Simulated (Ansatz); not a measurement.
Relaxed structures of Al$_{2}$H$_{3}$Br, closed shell (PBE0-D4/def2-TZVP; forces vanish, vibrations not checked; lower isomers may exist, and structures with a doubtful reference or unclear bonds are left out; Å). Computed with Ansatz 0.2.0 (basis: def2-TZVPP); correlated methods freeze the cores. Filled d shells of the heavier atoms are correlated. The def2 sets are not built for correlating such inner shells, so the correlated values are less sure here.

(1) Rank them by CCSD(T) energy, lowest first, and give each one's height above the lowest. Links in brackets join atoms within 1.22 times the sum of their covalent radii (1.1 for two metals). (To be estimated.)
A.
Al₂H₃Br ([AlH]1[AlH2][Br]1)
```
6
angstrom
Al -1.0420 0.4604 -0.8446
Al 1.1614 0.2308 0.3158
Br -0.7792 0.4374 1.7937
H -1.8201 -0.8651 -1.2269
H -1.5276 1.9175 -1.2318
H 2.4937 0.0919 1.1690
```
B.
a complex of Al₂HBr ([Al][Br][AlH]) + H₂
```
6
angstrom
Al -0.1410 0.1702 -0.1824
Al 2.4870 -0.5218 -0.1474
Br 0.9184 -0.4660 2.0004
H -1.4876 -1.7450 0.0494
H -1.5939 0.6575 0.2912
H -0.9419 -1.9641 -0.4318
```
C.
Al₂H₃Br ([AlH2][AlH][Br])
```
6
angstrom
Al -1.0255 0.4537 -0.7911
Al 1.0240 -0.1727 0.6818
Br 1.0663 -2.2857 1.5263
H -2.1765 -0.6061 -1.0709
H -1.1676 1.9022 -1.4369
H 2.2793 0.7085 1.0908
```

No T1 diagnostic of these runs exceeds 0.011. The restricted Hartree–Fock reference is unstable towards an unrestricted one at one or more of these structures.

## Answers

(1) Computed: C (0.00 kcal/mol), A (2.34 kcal/mol), B (27.45 kcal/mol). Heights count from the lowest.

For scale, one of the runs: CCSD(T)/def2-TZVPP, 174 basis functions, launched by `ansatz run in.yaml --threads 2 --pin off --events-out ev --progress --plain --max-ram 4352MiB`. Hardware: 2 CPU threads of an Arm Neoverse V1, shared host. Wall time 53 s; peak host memory 1.4 GiB.
